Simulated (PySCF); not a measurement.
Sn(Cl)(OH)(NH2)2 (ClH5N2OSn), SMILES [NH2][Sn]([NH2])([OH])[Cl].

Geometry optimised at PBE-D3(BJ)/def2-SVP. The def2 effective core potentials stand for the cores of Sn; spin–orbit coupling is left out. One conformer was computed; it need not be the lowest.

Level of theory: TDA-PBE/def2-SVPD in PySCF.

Vertical excitations. The molecule is in vacuum.

```csv
state,energy (eV),λ (nm),f,main pairs
S1,4.36,284,0.040,"HOMO→LUMO 78 %, HOMO−1→LUMO 13 %"
S2,4.51,275,0.066,"HOMO−1→LUMO 74 %, HOMO→LUMO 16 %"
S3,4.76,261,0.055,HOMO−2→LUMO 87 %
S4,5.12,242,0.025,HOMO−3→LUMO 85 %
S5,5.16,240,0.014,HOMO−4→LUMO 88 %
S6,6.06,205,0.047,HOMO−5→LUMO 79 %
S7,6.30,197,0.018,HOMO→LUMO+1 92 %
S8,6.38,194,0.014,HOMO−1→LUMO+2 89 %
S9,6.46,192,0.013,HOMO−1→LUMO+1 88 %
S10,6.61,187,0.027,"HOMO→LUMO+2 60 %, HOMO→LUMO+3 10 %"
T1,3.79,327,0,HOMO→LUMO 91 %
T2,3.85,322,0,HOMO−1→LUMO 91 %
T3,4.35,285,0,HOMO−2→LUMO 99 %
T4,4.76,261,0,HOMO−3→LUMO 99 %
```
Triplets are in the Tamm–Dancoff approximation.
